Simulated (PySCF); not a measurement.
A structure optimised at PBE-D3(BJ)/def2-SVP, used in a PySCF frequency run:

```xyz
13

F     -1.7747     0.6468     0.7337
C     -0.7771     0.3877    -0.2120
C      0.5141     1.0980     0.1048
C      1.5698     0.2690    -0.0099
C      1.1538    -1.1274    -0.4064
C     -0.3809    -1.1026    -0.2151
H     -1.1892     0.7251    -1.1936
H      0.5508     2.1715     0.3419
H      2.6222     0.5635     0.1260
H      1.6607    -1.9166     0.1887
H      1.4290    -1.3241    -1.4677
H     -0.6436    -1.4842     0.7929
H     -0.9358    -1.7047    -0.9597
```

Problem. Write its SMILES and formula.

Solution. F[C@H]1C=CCC1, C5H7F

Problem. What are its rotational constants (standard atomic weights)?

Solution. 6.8841, 3.2019, 2.3798 GHz
